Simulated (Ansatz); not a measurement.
H2InOS, SMILES `[OH][In][SH]` radical at its PBE0-D4/def2-TZVP geometry, where that method's forces vanish. Total charge 0; spin multiplicity 2. In takes the def2 core potential.

```tsv
atom	x (Å)	y (Å)	z (Å)
O1	1.2014	0.7332	-0.4688
In2	0.2351	-0.0476	1.1059
S3	-1.8577	-1.0903	0.4518
H4	2.0371	1.1583	-0.2593
H5	-1.6159	-0.7536	-0.8296
```

**Question.** For each bond, give half the difference of the two atoms' forces along it (eV/Å; positive pushes the atoms apart) under PBE-D4, r2SCAN-D4, B3LYP-D4, ωB97M-V in def2-TZVPP. (Estimate.)

**Answer.** The calculation gave: 
| bond | length (Å) | PBE-D4 | r2SCAN-D4 | B3LYP-D4 | ωB97M-V |
| --- | --- | --- | --- | --- | --- |
| O1–In2 | 2.006 | 0.35 | 0.09 | 0.28 | -0.04 |
| O1–H4 | 0.961 | 0.39 | 0.05 | -0.03 | -0.05 |
| In2–S3 | 2.428 | 0.23 | 0.05 | 0.27 | -0.11 |
| S3–H5 | 1.347 | 0.26 | 0.00 | -0.01 | -0.09 |

B3LYP here is the variant with VWN-RPA as its local correlation; programs differ in this.

Results of the Gaussian-basis code of Ansatz.
